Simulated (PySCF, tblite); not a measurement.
Isomers of C4H8NO2Si (doublet state). Level: GFN2-xTB in tblite, geometry and Hessian alike; calculated harmonic values, unscaled, isolated species. The method is semi-empirical: single wavenumbers can be off by several per cent or more. Modes of hydrogen on silicon can be 10 to 20 % off. One conformer each. Open shells enter through the occupations alone, without spin polarisation, and single modes of such species can be off by tens of per cent.

Electronic energies: B3LYP/pcH-1 single points on the GFN2-xTB geometries (PySCF, gas phase).

| SMILES | electronic energy, lowest = 0 (kcal/mol) |
| --- | --- |
| C=NC1OC[SiH]CO1 | 14.2 |
| O=COC/C=N\C[SiH2] | 0.0 |
| C=N[C]1OC[SiH2]CO1 | 3.4 |
| C=N[C@H]1O[CH][SiH2]CO1 | 14.1 |

Task: How do GFN2-xTB zero-point energies change the relative energies?

Result: 
| SMILES | ZPE (kcal/mol) | of it from modes above 1550 cm⁻¹ | electronic (kcal/mol) | with ZPE, lowest = 0 (kcal/mol) | lowest mode (cm⁻¹) | rings |
| --- | --- | --- | --- | --- | --- | --- |
| O=COC/C=N\C[SiH2] | 71.1 | 36.8 | 0.0 | 0.0 | 18 | 0 |
| C=N[C]1OC[SiH2]CO1 | 70.5 | 32.2 | 3.4 | 2.8 | 40 | 1 |
| C=N[C@H]1O[CH][SiH2]CO1 | 71.0 | 34.2 | 14.1 | 14.1 | 56 | 1 |
| C=NC1OC[SiH]CO1 | 73.4 | 34.9 | 14.2 | 16.5 | 24 | 1 |

The zero-point energies span 2.9 kcal/mol, from `C=N[C]1OC[SiH2]CO1` to `C=NC1OC[SiH]CO1`. The order is unchanged.

Task: And how do the electronic energies of GFN2-xTB itself compare?

Result: `O=COC/C=N\C[SiH2]` 9.8; `C=N[C]1OC[SiH2]CO1` 0.0; `C=N[C@H]1O[CH][SiH2]CO1` 15.8; `C=NC1OC[SiH]CO1` 18.5 kcal/mol, lowest = 0. Against the energies above, taken from the same isomer `O=COC/C=N\C[SiH2]`, the largest difference is 13.2 kcal/mol.
